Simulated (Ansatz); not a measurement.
Consider the redistribution: `CC[SiH2]SC` + `[OH][In]([Cl])[Cl]` → `CS[SiH2]O` + `C[CH2][In]([Cl])[Cl]`.

Isolated molecules relaxed with PBE0-D4/def2-TZVP in Ansatz; ΔE leaves out vibrations. CCSD(T)/CBS is the MP2 limit (def2-TZVPP, def2-QZVPP) plus CCSD(T) − MP2 in def2-TZVPP, frozen cores. DFT in def2-TZVPP. Elements past krypton have def2 core potentials. For In outer-core shells are correlated without core-valence functions, which leaves a few kJ/mol of doubt a bond. One conformer a species, not always the lowest.

**Question.** Is it downhill or uphill in electronic energy at CCSD(T)/CBS, and by how much? (Best estimate.)

**Answer.** Computed: Downhill: ΔE = -17.7 kcal/mol.

**Question.** What do these levels give: r2SCAN, HF/def2-TZVPP, CCSD/def2-TZVPP, HF/def2-QZVPP, HF/CBS(def2), CCSD/CBS(def2)? (Best estimate.)

**Answer.** Computed: r2SCAN -18.0, HF/def2-TZVPP -19.5, CCSD/def2-TZVPP -18.5, HF/def2-QZVPP -19.4, HF/CBS(def2) -19.4, CCSD/CBS(def2) -18.2 kcal/mol.

Largest T1 diagnostic among the species: 0.014.

From PBE to PBE0 (25 % exact exchange), in def2-TZVPP and without D4, ΔE moves by −0.8 kcal/mol. The D4 term adds +1.0 kcal/mol with B3LYP and +0.6 kcal/mol with PBE0; it sums over pairs of atoms, weighted by their polarisabilities, and B3LYP, whose exchange is more repulsive, gets the larger term.

B3LYP here is the variant with VWN-RPA as its local correlation; programs differ in this.
